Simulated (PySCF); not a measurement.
ClGeH5OSi, SMILES [SiH2]([O][GeH3])Cl.

Geometry optimised at PBE0-D3(BJ)/def2-SVP. This is a generated structure with no PubChem entry under its InChIKey; it may be hypothetical. One conformer was computed; it need not be the lowest.

Computed with PySCF with TDDFT-PBE/def2-SVPD.

Vertical excitations. The molecule is in vacuum.

```tsv
state	energy (eV)	λ (nm)	f	main pairs
S1	6.03	206	0.003	HOMO→LUMO 99 %
S2	6.49	191	0.005	HOMO→LUMO+1 99 %
S3	6.66	186	0.017	HOMO−1→LUMO 96 %
S4	6.70	185	0.002	HOMO−2→LUMO 95 %
S5	6.95	179	0.022	HOMO→LUMO+2 94 %
S6	7.01	177	0.008	HOMO−3→LUMO 86 %
S7	7.13	174	0.034	HOMO−1→LUMO+1 83 %, HOMO−3→LUMO 13 %
S8	7.21	172	0.038	HOMO−2→LUMO+1 96 %
S9	7.34	169	0.002	HOMO→LUMO+3 99 %
S10	7.48	166	0.000	HOMO−3→LUMO+1 83 %, HOMO−1→LUMO+2 15 %
T1	5.78	214	0	HOMO→LUMO 99 %
T2	6.32	196	0	HOMO→LUMO+1 98 %
T3	6.37	195	0	HOMO−1→LUMO 98 %
T4	6.54	190	0	HOMO−2→LUMO 93 %
```
Triplets are in the Tamm–Dancoff approximation, which puts them higher than full response would, so one can lie above its singlet here.
